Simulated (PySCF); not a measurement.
SMILES C[Si](OC)(C)[O] (C3H9O2Si), doublet (GFN2-xTB optimised geometry):

```
15

C      1.601    -1.280    -0.827
O      0.763    -0.537     0.000
Si    -0.875    -0.537     0.000
C     -1.221    -0.728     1.919
C     -1.223     1.392     0.000
O     -1.704    -1.395    -0.948
H      1.026    -1.913    -1.502
H      2.223    -0.597    -1.412
H      2.251    -1.904    -0.208
H     -2.247    -0.445     2.103
H     -0.538    -0.121     2.495
H     -1.079    -1.777     2.136
H     -1.071     1.713    -1.020
H     -2.251     1.544     0.290
H     -0.547     1.904     0.669
```

Computed with unrestricted PBE0/def2-TZVP (PySCF).

Question: What are the frontier orbital energies (α orbitals alone; a β orbital can be the lowest empty one) and the dipole moment?

Answer: HOMO-2 -9.00 eV, HOMO-1 -8.63 eV, HOMO -7.79 eV, LUMO 0.80 eV, LUMO+1 1.81 eV; dipole moment 2.58 D.

On the same geometry unrestricted PBE/def2-TZVP in PySCF gives HOMO-2 -7.20 eV, HOMO-1 -6.72 eV, HOMO -6.41 eV, LUMO -0.01 eV, LUMO+1 0.97 eV; dipole moment 2.92 D.

Meta-Löwdin charges at PBE0/def2-TZVP: C1 -0.12, O2 -0.61, Si3 1.27, C4 -0.53, C5 -0.53, O6 -0.68, H7 0.11, H8 0.12, H9 0.12, H10 0.14, H11 0.15, H12 0.14, H13 0.14, H14 0.14, H15 0.15.
